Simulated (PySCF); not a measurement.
## Electronic structure of O (oxygen, neutral) at the LDA level

Configuration: [He] 2s1 2p5, high-spin 3P determinant (an excited configuration). Computed with PySCF 2.14 in ANO-RCC-VTZP, with the spin-free X2C one-electron Hamiltonian (Gaussian nucleus).

```
Total energy                                                  : -74.0525 hartree
One-electron energy                                           : -102.4607 hartree
Hartree (Coulomb) energy                                      : 36.2337 hartree
Exchange-correlation energy                                   : -7.8255 hartree
⟨S²⟩                                                          : 2.0105
⟨L²⟩                                                          : 2.008
Sum of ⟨r⟩                                                    : 7.871 bohr
Sum of ⟨r²⟩                                                   : 12.54 bohr²
Traceless quadrupole moment −½Σ⟨3z² − r²⟩ along its main axis : 0.993 e·bohr²
Langevin diamagnetic susceptibility                           : -9.93 ×10⁻⁶ cm³/mol
```

| shell | electrons | mean orbital energy (hartree) | spread (hartree) | rms radius, mean of both spins (bohr) |
| --- | --- | --- | --- | --- |
| 1s α | 1 | -18.81876 | 0 | 0.233 |
| 1s β | 1 | -18.75471 | 0 | 0.233 |
| 2s α | 1 | -0.94649 | 0 | 1.25 |
| 2p α | 3 | -0.40448 | 0.06654 | 1.48 |
| 2p β | 2 | -0.28990 | 0 | 1.48 |
